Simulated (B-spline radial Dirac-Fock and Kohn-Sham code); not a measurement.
**Fe⁵⁺: non-radiative channels of the L2 vacancy**

System: Fe⁵⁺, [Ar] 3d3.

Model: one-electron (LDA, Dirac) transition rates at Dirac-Fock energies. Program: an atomic code on a B-spline grid. Kinetic energies are configuration averages from the vacuum level; the two-hole energies are estimated from single-hole states.

```
transition  kinetic energy (eV)  width (meV)  share (%)
   L2-M1M1                412.0         2.66        0.7
   L2-M1M2                456.9         51.2       13.4
   L2-M1M3                458.7         3.98        1.0
   L2-M2M2                494.6         45.0       11.8
   L2-M2M3                498.0          158       41.5
   L2-M3M3                499.3         4.39        1.1
   L2-M1M4                513.6         1.20        0.3
   L2-M1M5                513.8         1.90        0.5
   L2-M2M5                555.0         39.6       10.4
   L2-M2M4                555.9         20.3        5.3
   L2-M3M4                556.6         23.7        6.2
   L2-M3M5                557.4         3.46        0.9
   L2-M4M4                612.8         4.56        1.2
   L2-M4M5                613.0         20.8        5.4
```

The listed channels hold 100 % of the non-radiative rate. Summed by principal shells, of 0.382 eV in all: LMM 100.0 %.

Values without a named source are computed, but for edge energies of neutral atoms, which are taken from tables.
